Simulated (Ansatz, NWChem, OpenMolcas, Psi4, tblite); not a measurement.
# How methods differ on SiH2Br2 (dibromosilane)

The species is SiH2Br2 (5 atoms), meant as a singlet with charge 0. SMILES: `Br[SiH2]Br`. The coordinates come from a PBE0-D4/def2-TZVP relaxation.

Quantity: the HOMO–LUMO gap, in eV. The values are calculated.

| level | kind | program | value (eV) | CPU time |
| --- | --- | --- | --- | --- |
| IPEA1-xTB | semi-empirical | tblite | 6.58 | under 2 s |
| HF/def2-SVP | Hartree–Fock | OpenMolcas | 14.87 | 10 s |
| SVWN5/def2-SVP | LDA | NWChem | 5.80 | 23 s |
| revPBE/def2-SVP | GGA | Ansatz | 6.02 | 5.2 s |
| M06-L/def2-SVP | meta-GGA | Psi4 | 6.67 | 46 s |
| M06-2X/def2-SVP | hybrid meta-GGA | NWChem | 10.23 | 33 s |
| HSE06/def2-SVP | range-separated hybrid | Ansatz | 7.40 | 8.1 s |
| wB97X-V/def2-SVP | range-separated hybrid | Psi4 | 12.74 | 95 s |
| B2PLYP/def2-SVP | double hybrid | OpenMolcas | 10.64 | 16 s |

All-electron rows without a relativistic Hamiltonian named are non-relativistic. The values span 5.80 to 14.87 eV. Orbital gaps aren't excitation energies, and those of double hybrids come from the SCF part alone; they tend to grow with the share of exact exchange. CPU times are rough (shared hosts, several kinds of processor and program).
